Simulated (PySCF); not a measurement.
Correlation energy of Co (cobalt, neutral)

[Ar] 3d7 4s2, high-spin 4F determinant. All numbers are calculated (PySCF 2.14, the spin-free X2C one-electron Hamiltonian (Gaussian nucleus), in x2c-TZVPall). Frozen: [Ar]; 9 electrons correlated.

MP2 pair energies summed by pair of shells (mhartree):

```
 pair   energy  share (%)
3d-3d  -151.91       75.9
3d-4s   -26.57       13.3
4s-4s   -21.67       10.8
```

Total MP2 correlation energy: -200.15 mhartree.

Same-spin part -77.47 and opposite-spin part -122.68 mhartree; SCS-MP2 scales them by 1/3 and 6/5 to -173.04 mhartree.
